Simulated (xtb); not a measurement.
AlI3, SMILES [Al]([I])([I])[I]. All values are semi-empirical tight-binding results from xtb (GFN2-xTB unless named), good for trends rather than for accurate numbers. The structure is a stationary point at GFN2-xTB. The isomer is the one that the SMILES or the coordinates give; other isomers of the formula were not compared.

Optimised geometry:

Bonded distances (Å): Al1–I2 2.512, Al1–I3 2.512, Al1–I4 2.512. Bond angles (°): I2–Al1–I3 120.0, I2–Al1–I4 120.0, I3–Al1–I4 120.0.

For metal compounds this method's bond lengths and energies can be far off.

```json
{
  "point_group_as_xtb_finds_it": "D3h",
  "orbital_gap": "4.01 eV",
  "zero_point_energy": "2.1 kcal/mol",
  "G − E(el) at 298.15 K (modified RRHO)": "-19.7 kcal/mol"
}
```

### Question
Give the atomic charges and the Wiberg bond orders between heavy atoms. (Estimate from the structure and the level; the computed values follow.)

### Answer
charges (e) Al1 0.37, I2 -0.12, I3 -0.12, I4 -0.12. Bond orders Al1–I2 1.28, Al1–I3 1.28, Al1–I4 1.28.
